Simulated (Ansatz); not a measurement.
C₂H₆Cl₂Si (`CC[SiH](Cl)Cl`) at its PBE0-D4/def2-TZVP geometry, where that method's forces vanish. The species carries charge 0 and has multiplicity 1.

```xyz
11

C     0.8148   -1.0370   -0.6396
C    -0.2979   -0.5780    0.2991
Si   -0.5792    1.2553    0.2719
Cl   -2.0993    1.7471    1.5552
Cl    1.1260    2.2317    0.8599
H     1.7740   -0.5934   -0.3648
H     0.9297   -2.1226   -0.6088
H     0.6072   -0.7586   -1.6760
H    -0.0864   -0.8682    1.3333
H    -1.2523   -1.0486    0.0365
H    -0.9366    1.7723   -1.0668
```

(1) What forces (eV/Å) does PBE-D4/def2-TZVPP give on these atoms in Ansatz? (An estimate is asked.)

Results:

(1) Ansatz gave: 
```
C1   0.006 -0.006 -0.007
C2   0.003 -0.011 -0.012
Si3 -0.025 -0.032 -0.067
Cl4 -0.238  0.074  0.182
Cl5  0.261  0.145  0.074
H6   0.190  0.082  0.045
H7   0.031 -0.216 -0.002
H8  -0.029  0.050 -0.204
H9   0.030 -0.053  0.200
H10 -0.187 -0.090 -0.039
H11 -0.042  0.057 -0.170
```
